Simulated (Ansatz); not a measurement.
`C[O][Ga]([F])[SH]` + `CC` → `C[CH2][Ga]([F])[SH]` + CH₃OH  (formal exchange of groups at a Ga–O bond)

Isolated molecules relaxed with PBE0-D4/def2-TZVP in Ansatz; ΔE leaves out vibrations. CBS: MP2 limit from def2 TZ/QZ plus the TZ coupled-cluster correction, frozen cores. This one scheme is used for every species. DFT in def2-TZVPP. HSE06 is defined as in plane-wave codes. For Ga outer-core shells are correlated without core-valence functions, which leaves a few kJ/mol of doubt a bond. Scalar relativity is left out up to krypton. Each species was taken in one conformer, which may not be the lowest.

(1) Is it downhill or uphill in electronic energy at CCSD(T)/CBS, and by how much? (Best estimate.)

(2) What do these levels give: PBE-D4, r2SCAN-D4, PBE0-D4, B2PLYP, PBE0, r2SCANh, HSE06, BHLYP, CCSD(T)/def2-SVP, SCS-MP2/def2-TZVPP, MP2/def2-QZVPP, CCSD/CBS(def2)? (Best estimate.)

(3) What do rigid-rotor, harmonic-oscillator terms from PBE0-D4/def2-TZVP frequencies (298.15 K, 1 bar) make of the CCSD(T)/CBS value? (Best estimate.)

Largest T1 diagnostic among the species: 0.014.

Results:

(1) Computed: Uphill: ΔE = +55.2 kJ/mol.

(2) The calculation gave: PBE-D4 52.5, r2SCAN-D4 62.0, PBE0-D4 53.2, B2PLYP 66.0, PBE0 55.1, r2SCANh 61.8, HSE06 55.1, BHLYP 66.9, CCSD(T)/def2-SVP 78.9, SCS-MP2/def2-TZVPP 67.3, MP2/def2-QZVPP 59.0, CCSD/CBS(def2) 56.0 kJ/mol.

(3) Computed: ΔZPE = -0.3 kJ/mol, ΔH = +55.0 kJ/mol, ΔS = 13 J/(mol·K), ΔG = +51.2 kJ/mol. Modes under 50 cm⁻¹ make the entropy rough.

Leaving LDA and LC-ωPBE aside and taking each functional with its dispersion term where it has one, the values, not all of them listed here, spread over 14.0 kJ/mol, from PBE-D4 to B97M-V. LDA lies −3.5 kJ/mol from PBE without D4. At CCSD(T), def2-SVP lies +23.7 kJ/mol from the extrapolated value and def2-TZVPP +7.8 kJ/mol.
